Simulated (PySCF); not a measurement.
# Dipole response of I²⁺ (iodine, charge +2)

[Kr] 4d10 5s2 5p3, high-spin 4S determinant. All numbers are calculated (PySCF 2.14, the spin-free X2C one-electron Hamiltonian (Gaussian nucleus), in x2c-QZVPPall with one added diffuse shell each of s, p, d, f type (14s10p8d5f1g, 128 functions)). Coupled (time-dependent) response in atomic units; α is the mean over directions.

| method | mean α (bohr³) | C₆ (like pair) | S(−4) |
| --- | --- | --- | --- |
| UHF | 13.99 | 98.36 | 39.16 |
| PBE | 13.74 | 96.22 | 36.78 |

S(−4) is the Cauchy moment in α(ω) = α(0) + S(−4) ω² + …

α(iu) at UHF:

```
u (hartree)  α(iu) (bohr³)
          0          13.99
     0.0500          13.89
      0.100          13.61
      0.200          12.61
      0.300          11.27
      0.500          8.559
      0.750          6.016
       1.00          4.405
       1.50          2.707
       2.00          1.891
       3.00          1.124
       5.00         0.5514
```

A single London oscillator, α(iu) = α/(1 + u²/ω²), gives C₆ = (3/4) ω α². Matching the computed C₆ needs ω = 4 × 98.36 / (3 × 13.99²) = 0.670 hartree.

For an ion, C₆ is the dispersion term alone; charge-induced terms of lower order in 1/R come first.
